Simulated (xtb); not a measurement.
CuI (SMILES [Cu][I]), singlet, at a GFN2-xTB geometry (such geometries of metal compounds can be far from the true shape); GFN2-xTB in xtb 6.7.1.

xtb was given this input:
```
$ xtb mol.xyz --gfn 2 --opt --json

# file mol.xyz
2

Cu    -0.00000000    -0.00000000    -1.55408011
I      0.00000000     0.00000000     0.85034572
```

What the program printed (banner, timings and long lists left out):

```
   ID    Z sym.   atoms
    1   29 Cu     1
    2   53 I      2

           -------------------------------------------------
          |                Calculation Setup                |
           -------------------------------------------------

           -------------------------------------------------
          |                 G F N 2 - x T B                 |
           -------------------------------------------------

          ...................................................
          :                      SETUP                      :
          :.................................................:
          :  # basis functions                  20          :
          :  # atomic orbitals                  18          :
          :  # shells                            6          :
          :  # electrons                        18          :
          :  max. iterations                   250          :
          :  Hamiltonian                  GFN2-xTB          :
          :  restarted?                      false          :
          :  GBSA solvation                  false          :
          :  PC potential                    false          :
          :  electronic temp.          300.0000000     K    :
          :  accuracy                    1.0000000          :
          :  -> integral cutoff          0.2500000E+02      :
          :  -> integral neglect         0.1000000E-07      :
          :  -> SCF convergence          0.1000000E-05 Eh   :
          :  -> wf. convergence          0.1000000E-03 e    :
          :  Broyden damping             0.4000000          :
          :  net charge                          0          :
          :  unpaired electrons                  0          :
          ...................................................

 iter      E             dE          RMSdq      gap      omega  full diag
   1     -7.7394722 -0.773947E+01  0.928E+00    4.18       0.0  T
   2     -7.7415050 -0.203282E-02  0.598E+00    4.56       1.0  T
   3     -7.7434693 -0.196433E-02  0.239E+00    4.98       1.0  T
   4     -7.7441931 -0.723753E-03  0.126E+00    5.12       1.0  T
   5     -7.7444230 -0.229955E-03  0.299E-01    5.24       1.0  T
   6     -7.7444244 -0.133679E-05  0.825E-02    5.24       1.0  T
   7     -7.7444251 -0.773334E-06  0.429E-02    5.23       1.6  T
   8     -7.7444252 -0.257365E-07  0.121E-02    5.23       5.9  T
   9     -7.7444252 -0.132806E-07  0.146E-03    5.23      48.3  T
[...]
         :: total energy              -7.736498111270 Eh    ::
 * total energy  :    -7.7364981 Eh     change       -0.4335554E-10 Eh
   *** GEOMETRY OPTIMIZATION CONVERGED AFTER 1 ITERATIONS ***
         :: total energy              -7.736498111313 Eh    ::
[...]
        12                         -0.0761288              -2.0716
        13                          0.0328772               0.8946
        14                          0.0743521               2.0232
        15                          0.0743521               2.0232
        16                          0.1019227               2.7735
        17                          0.1019227               2.7735
        18                          0.9864792              26.8435
      -------------------------------------------------------------
                  HL-Gap            0.1922500 Eh            5.2314 eV
             Fermi-level           -0.2898097 Eh           -7.8861 eV

     #   Z          covCN         q      C6AA      α(0)
     1  29 Cu       0.866     0.342   145.498    27.576
     2  53 I        0.866    -0.342   397.827    34.432

 Mol. C6AA /au·bohr⁶  :       1011.989714
 Mol. C8AA /au·bohr⁸  :      89117.014808
 Mol. α(0) /au        :         62.007718

Wiberg/Mayer (AO) data.
largest (>0.10) Wiberg bond orders for each atom

 ---------------------------------------------------------------------------
     #   Z sym  total        # sym  WBO       # sym  WBO       # sym  WBO
 ---------------------------------------------------------------------------
     1  29 Cu   0.935 --     2 I    0.935
     2  53 I    0.935 --     1 Cu   0.935
 ---------------------------------------------------------------------------

Topologies differ in total number of bonds
Writing topology from bond orders to xtbtopo.mol

molecular dipole:
                 x           y           z       tot (Debye)
 q only:        0.000       0.000      -1.554
   full:        0.000      -0.000      -3.729       9.479
molecular quadrupole (traceless):
                xx          xy          yy          xz          yz          zz
 q only:       -1.034       0.000      -1.034       0.000       0.000       2.067
  q+dip:       -1.792       0.000      -1.792       0.000      -0.000       3.585
   full:       -1.798       0.000      -1.798       0.000      -0.000       3.595

optimized geometry written to: xtbopt.xyz

           -------------------------------------------------
          | TOTAL ENERGY               -7.736498111313 Eh   |
          | GRADIENT NORM               0.000000545697 Eh/α |
          | HOMO-LUMO GAP               5.231390007844 eV   |
           -------------------------------------------------

normal termination of xtb
```
